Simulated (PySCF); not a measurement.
CH8GeOSi. Atoms are numbered in the order given.

```xyz
12

Si    -0.5508     1.5931     0.0000
C      0.6077     3.0637     0.0000
O      0.3692     0.2025     0.0000
Ge     0.0472    -1.5506     0.0000
H     -1.4326     1.6257     1.2054
H     -1.4326     1.6257    -1.2054
H      1.2543     3.0524     0.8921
H      0.0376     4.0078     0.0000
H      1.2543     3.0524    -0.8921
H      1.4256    -2.2244     0.0000
H     -0.7524    -1.9129     1.2658
H     -0.7524    -1.9129    -1.2658
```

The structure is a stationary point at TPSSh-D3(BJ)/def2-SVP. This is a generated structure with no PubChem entry under its InChIKey; it may be hypothetical. The values are those of a single conformer.

Computed with TPSSh-D3(BJ)/def2-SVP run with PySCF.

Frequencies are harmonic and unscaled.

Problem. Give all harmonic wavenumbers and intensities. (The exact figures need the calculation; the answer reports its results.)

Solution. 
```tsv
mode	ν (cm⁻¹)	IR (km/mol)	moving atoms (share of kinetic energy)
1	35	2.8	O 55 %, H 22 %, C 14 %
2	51	0.3	H 86 %, O 9 %
3	93	1.4	O 38 %, Si 20 %, H 20 %, C 14 %, Ge 9 %
4	162	0.3	H 92 %
5	202	2.0	C 30 %, H 25 %, Si 20 %, Ge 18 %
6	497	10.5	H 94 %
7	520	12.4	O 35 %, Si 26 %, Ge 19 %, H 17 %
8	637	28.4	H 91 %
9	651	35.7	H 87 %
10	696	0.7	C 41 %, H 33 %, Si 19 %
11	740	57.6	H 83 %, O 8 %
12	768	59.0	H 60 %, C 21 %, Si 16 %
13	857	575.7	H 83 %
14	875	42.1	H 98 %
15	879	51.1	H 98 %
16	884	59.1	H 77 %, C 18 %
17	950	139.8	H 82 %
18	994	103.5	H 93 %
19	1015	327.6	O 63 %, Si 19 %, H 17 %
20	1284	24.7	H 78 %, C 22 %
21	1448	2.8	H 96 %
22	1454	1.7	H 96 %
23	2153	71.7	H 99 %
24	2154	130.4	H 98 %
25	2186	121.1	H 99 %
26	2218	203.0	H 96 %
27	2227	128.1	H 98 %
28	3031	4.4	H 97 %
29	3123	7.7	H 91 %, C 9 %
30	3131	6.0	H 91 %, C 9 %
```
